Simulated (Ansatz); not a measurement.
Ansatz (an electronic-structure program) input (CCSD(T)/def2-SVPD):

Ansatz 0.2 input:
```yaml
crystal:
  periodic: [false, false, false]
  atoms:
    - {symbol: Sb, position_ang: [0.94231174, 0.49195114, 0.30319642]}
    - {symbol: I, position_ang: [-0.81515853, 1.29109562, -1.50039892]}
    - {symbol: I, position_ang: [-0.09159427, -1.76448257, 1.20864387]}
basis:
  gaussian:
    orbitals: def2-SVPD
total_charge: 1
magnetization: {spin_polarized: false}
correlation: {method: ccsd_t, electrons: outside_noble_gas}
output: {forces: true}
```

End of the output:

```
integrals: 0.18 GiB planned
1299 factors; integrals over basis functions are off by at most 1.7e-4 eV
mean field: 0.62 GiB planned
mean field evaluation 1: about -22647.2716 eV, gradient 2.2e1 eV
mean field evaluation 2: about -22647.4310 eV, gradient 2.2e1 eV
mean field evaluation 4: about -22649.5214 eV, gradient 1.7e0 eV
mean field evaluation 8: about -22649.5670 eV, gradient 2.6e-1 eV
mean field evaluation 16: about -22647.2705 eV, gradient 2.2e1 eV
mean field -22649.56844352 eV, -832.3562878706 hartree, gradient 1.5e-6 eV, S^2 0.000000; 0 other end points of the search recorded, 0 dependent functions left out
27 core orbitals not correlated
reference -22649.56844352 eV, -832.3562878706 hartree; 9, 9 occupied and 66, 66 virtual orbitals, 1299 factors
densities: 0.44 GiB planned
second order -7.74283648 eV of doubles, -0.00000000 eV of singles
coupled cluster: 0.31 GiB planned
cycle   1  -8.09844019 eV  change   -3.6e-1 eV  update   1.2e-1
cycle   2  -8.35597188 eV  change   -2.6e-1 eV  update   4.0e-2
cycle   3  -8.44515406 eV  change   -8.9e-2 eV  update   3.0e-2
cycle   4  -8.43880252 eV  change    6.4e-3 eV  update   1.1e-2
cycle   5  -8.43734106 eV  change    1.5e-3 eV  update   4.4e-3
cycle   6  -8.43754285 eV  change   -2.0e-4 eV  update   1.2e-3
cycle   7  -8.43752390 eV  change    1.9e-5 eV  update   3.8e-4
cycle   8  -8.43759089 eV  change   -6.7e-5 eV  update   1.2e-4
cycle   9  -8.43758373 eV  change    7.2e-6 eV  update   4.0e-5
cycle  10  -8.43757203 eV  change    1.2e-5 eV  update   1.9e-5
cycle  11  -8.43757677 eV  change   -4.7e-6 eV  update   7.1e-6
cycle  12  -8.43757829 eV  change   -1.5e-6 eV  update   3.0e-6
cycle  13  -8.43757911 eV  change   -8.2e-7 eV  update   1.1e-6
coupled cluster: 0.31 GiB planned
perturbative correction -0.39926590 eV, -0.0146727511 hartree
the calculation of the forces begins
Total energy: -22658.40528853 eV, -832.6810359349 hartree
Atom 0 at     0.942312     0.491951     0.303196 Å, force     0.464877     0.242697     0.149578 eV/Å
Atom 1 at    -0.815159     1.291096    -1.500399 Å, force    -0.293444     0.136276    -0.303196 eV/Å
Atom 2 at    -0.091594    -1.764483     1.208644 Å, force    -0.171433    -0.378973     0.153618 eV/Å
Dipole moment:     0.327010     0.170721     0.105218 e Å
```

It need not be the lowest isomer of its formula.
